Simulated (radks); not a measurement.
Dynamic dipole polarisability and lines of the cobalt ion Co24+, [He] 2s1. All-electron calculation, non-relativistic Kohn-Sham, exchange-only LDA, spin-polarised, spherical densities, point nucleus; open shells are filled with parallel spins first. Program: a radial shooting solver on a logarithmic mesh with Libxc functionals. Time-dependent linear response with the Hartree and adiabatic exchange-only LDA kernel, continuum included through the Sternheimer equations. Lines are the poles of the dipole polarisability below minus the highest occupied eigenvalue, found on a grid refined at the orbital gaps; the lowest seven at most are given, and weak or close lines can be missed. The first line takes the name of the lowest orbital gap if no other gap lies below it; otherwise a line is named after a gap within 0.6 % of it, if that gap stands alone.

photon energy (eV)  alpha (bohr^3)
0                          0.01386
176.50                   -0.001020
388.29                  0.00004877
600.08                   0.0002368
811.88                   0.0003760
1023.7                   0.0006773
1235.5                      0.1760
1447.3                  -0.0003108
1659.1                   -0.001535
1870.9                  -0.0002386
2082.6                  0.00008332

Lines (eV, oscillator strength): 52.145 (23.78 nm, 2s-2p), f = 0.0499; 1236.1 (1.003 nm, 2s-3p), f = 0.387; 1644.5 (0.7539 nm, 2s-4p), f = 0.0932; 1828.9 (0.6779 nm, 2s-5p), f = 0.0383; 1928.1 (0.6430 nm, 2s-6p), f = 0.0199; 1987.5 (0.6238 nm, unassigned), f = 0.0117; 2025.9 (0.6120 nm, unassigned), f = 0.00753. Higher lines, where found, are left out when the end of the mesh affects them. Those listed give 100 % of the static polarisability (sum of f/w^2). Orbital energy gaps for comparison: 2s-2p 48.619 eV; 2s-3p 1239.8 eV; 2s-4p 1645.6 eV; 2s-5p 1829.5 eV; 2s-6p 1928.4 eV.
